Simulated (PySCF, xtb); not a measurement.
CH4Mg, SMILES [CH3][MgH].

GFN2-xTB (xtb) at its own geometry gives an orbital gap of 3.07 eV and a dipole moment of 2.36 D.

Coordinates come from a PBE-D3(BJ)/def2-TZVP optimisation.

Problem. What does PBE0/def2-TZVPD (PySCF) give? (An estimate is asked for; the answer gives what the named calculation found.)

Solution. gap 6.36 eV (levels -6.77 and -0.42 eV), dipole 0.44 D.
